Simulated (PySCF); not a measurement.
## C5H7OS2: g tensor and hyperfine couplings

C₅H₇OS₂ (doublet state).
Geometry (GFN2-xTB, Å), atoms numbered from 1 in this order:
```xyz
15
C5H7OS2 angstrom
C      2.794   -0.193   -0.293
O      1.718   -1.088   -0.119
C      0.476   -0.580   -0.157
C     -0.647   -1.266    0.070
C     -1.913   -0.490   -0.058
C     -1.519    0.942   -0.221
S     -2.673    2.083   -0.860
S      0.188    1.121   -0.561
H      3.696   -0.797   -0.238
H      2.809    0.566    0.495
H      2.741    0.304   -1.267
H     -0.650   -2.310    0.320
H     -2.546   -0.602    0.832
H     -2.512   -0.856   -0.906
H     -1.965    3.175   -0.564
```

The hyperfine couplings belong to this conformer and change with its torsions.

As a line formula: `C1[C](SC(OC)=C1)S` [radical].

Computed, not measured: UKS B3LYP, pcH-1 on C H O S, non-relativistic, mean-field spin-orbit, GIAO (PySCF). The structure is a single GFN2-xTB conformer in the gas phase; no vibrational or solvent corrections. Couplings are sensitive to structure, and on GFN2-xTB geometries they can be far from those on DFT ones. The SCF solution wasn't tested for stability.

```json
{"g1, g2, g3": "2.00162, 2.00425, 2.00876", "g_iso": "2.00488", "Form of g": "rhombic: the two nearest values differ by 37 % of g3 − g1", "⟨S²⟩": "0.7548 (exact 0.7500)", "α and β electrons": "39, 38", "HOMO–LUMO gap, α and β orbitals": "4.22, 4.14 eV", "Total energy": "-1066.28697 Eh", "Basis functions": "290"}
```

Hyperfine couplings atom by atom, in MHz; T1 to T3 are the principal values of the dipolar part; ρ(0) is the spin density at the nucleus:

| atom | isotope | a_iso | of which spin–orbit | T1 | T2 | T3 | Mulliken spin population | ρ(0) (bohr⁻³) |
| --- | --- | --- | --- | --- | --- | --- | --- | --- |
| C1 | 13C | 0.1 | 0.0 | -0.6 | 0.2 | 0.3 | 0.00 | 0.0001 |
| O2 | 17O | 0.5 | 0.0 | -1.1 | -0.5 | 1.6 | 0.00 | -0.0008 |
| C3 | 13C | -5.4 | 0.0 | -4.3 | 1.4 | 2.9 | -0.02 | -0.0048 |
| C4 | 13C | 4.3 | 0.0 | -4.1 | -1.6 | 5.8 | 0.04 | 0.0038 |
| C5 | 13C | -25.5 | 0.0 | -1.8 | -0.6 | 2.5 | -0.06 | -0.0227 |
| C6 | 13C | 191.4 | 0.5 | -67.0 | -66.5 | 133.5 | 0.73 | 0.1698 |
| S7 | 33S | -0.2 | -0.2 | -14.6 | -10.3 | 24.9 | 0.09 | 0.0000 |
| S8 | 33S | 12.1 | -0.3 | -17.8 | -12.7 | 30.6 | 0.12 | 0.0359 |
| H9 | 1H | -0.3 | 0.0 | -0.6 | -0.5 | 1.1 | 0.00 | -0.0001 |
| H10 | 1H | -0.4 | 0.0 | -1.2 | -0.9 | 2.1 | 0.00 | -0.0001 |
| H11 | 1H | -0.7 | 0.0 | -1.4 | -1.0 | 2.4 | 0.00 | -0.0001 |
| H12 | 1H | -4.3 | 0.0 | -2.6 | -1.4 | 4.0 | 0.00 | -0.0010 |
| H13 | 1H | 100.0 | 0.0 | -4.5 | -4.0 | 8.5 | 0.04 | 0.0224 |
| H14 | 1H | 126.1 | 0.0 | -3.7 | -2.3 | 6.0 | 0.06 | 0.0282 |
| H15 | 1H | 25.0 | 0.0 | -3.5 | -2.3 | 5.8 | 0.01 | 0.0056 |

Largest spin populations (Mulliken): C6 (+0.73), S8 (+0.12), S7 (+0.09) and C5 (-0.06). C6 is the only atom above +0.15. The angles at C6 add up to 352.1°, so it is slightly pyramidal.

Axes: g3 points within 11° of the C3–S8 bond.

Under fast tumbling the dipolar parts average out, and these isotropic splittings remain: 2 × 1H (H13/H14, I = 1/2, 3 lines) with 4.03 mT, 1 × 1H (H15, I = 1/2, 2 lines) with 0.89 mT and 1 × 1H (H12, I = 1/2, 2 lines) with 0.15 mT.

Means are taken over nuclei equivalent by connectivity, which assumes that they swap fast. The 1H value of +113.0 MHz is a mean of couplings from 100.0 to 126.1 MHz in this one geometry, not an average over conformers.

The 13C coupling of C6 (191.4 MHz) shows only in satellite lines or after enrichment, since that isotope makes up about 1.07 % of natural carbon.

The 33S coupling of S8 (12.1 MHz) shows only in satellite lines or after enrichment, since that isotope makes up about 0.76 % of natural sulfur.

β density exceeds α density at some nuclei, such as C5 (-0.0227) and C3 (-0.0048), spin density in bohr⁻³. In a single determinant that takes different orbitals for the two spins, that is spin polarisation.

The run took 3.8 min wall (with the writing of density and orbital grids) on an Intel Xeon at 2.50 GHz with one thread, shared host with 64 logical CPUs at a one-minute load of 62, and the process peaked at 0.97 GiB of memory.
